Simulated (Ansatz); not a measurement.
Ansatz results at the PBE0-D4/def2-TZVP geometry: HOMO–LUMO gap (PBE/def2-TZVPP) 5.37 eV; size of the dipole moment (PBE/def2-TZVPP) 1.61 D; LUMO energy (ωB97M-V/def2-TZVPP) 2.08 eV.

Each molecule was computed in one conformer, which needn't be the lowest.

Which molecule gave them?
A. `FC1(F)OC1Cl`
B. `C[CH2][GeH2][NH2]`
C. `N[CH2][Al]([OH])[OH]`
D. `CN[CH2][GeH3]`

B. The others give `N[CH2][Al]([OH])[OH]`: 4.47, 3.32, 1.36; `FC1(F)OC1Cl`: 6.78, 1.48, 2.60; `CN[CH2][GeH3]`: 5.10, 1.17, 2.30.
